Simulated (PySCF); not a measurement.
Hf3, singlet: structure and spectrum

These are results of PySCF, PBE0, basis Hf def2-TZVP with ECP60 (scalar-relativistic core potentials, no spin–orbit coupling, density fitting), not measurements.

The structure is a minimum.

| Property | Result |
| --- | --- |
| Point group | D3h |
| Bond lengths | Hf–Hf 2.684 Å (×3) |
| Bond angles | Hf–Hf–Hf 60.0° (×3) |
| Heat capacity Cp at 298.15 K | 56.8 J/(mol K) |
| Rotational symmetry number | 6 |
| Enthalpy at 298.15 K above 0 K | 14.68 kJ/mol |
| Zero-point energy | 3.1 kJ/mol |
| Dipole moment | 0.00 D |
| Rotational constants | 0.02601, 0.02601, 0.013 cm⁻¹ |
| Highest occupied level | -3.48 eV |
| Principal polarisabilities | 176.9, 240.0, 240.0 bohr³ |
| Lowest empty level | -1.88 eV |
| Entropy at 298.15 K and 1 bar | 334.9 J/(mol K) |
| Principal quadrupole moments (Buckingham, traceless) about the centre of mass | -11.21, 5.61, 5.61 D Å |
| Atomisation energy without zero-point energy | 504 kJ/mol |

Harmonic modes (masses in u: Hf 179.947):
| symmetry | ω (cm⁻¹) | IR (km/mol, summed over degenerate members) |
| --- | --- | --- |
| e' | 156 | 0.0 |
| a1' | 208 | 0.0 |

In D3h the vibrations span e' + a1'. The a1' mode carries no infrared intensity, as symmetry demands.

Charges (e):
```csv
atom,Mulliken,Löwdin,polar tensor,Mayer order to Hf1
Hf1,0.00,0.00,0.00,–
"Hf2,3",0.00,0.00,0.00,2.18
```
Other Mayer orders above 0.3: Hf–Hf 2.18.

Mulliken populations on Hf1 (electrons outside its core potential): s 3.36, p 6.27, d 2.36, f 0.02.

Outer orbital energies (eV). occupied: -7.02, -4.82, -4.75, -4.75, -4.67, -3.48; empty: -1.88, -1.88, -1.79, -1.79.

Only a few start shapes were tried, so a lower isomer may exist. At this level a triplet minimum of D3h symmetry lies 50 kJ/mol below this structure. At the minimum of this search the closed-shell solution is unstable towards spin polarisation, so a lower open-shell solution exists. With an element this heavy the missing spin–orbit coupling can shift these numbers.

The final relaxation and frequency run took 33 s on 4 threads of a shared Arm Neoverse V1 host, with 120 basis functions and 6 gradients; the process peaked at 1 GiB. Launch command: `OMP_NUM_THREADS=4 python axn.py task.json out`.
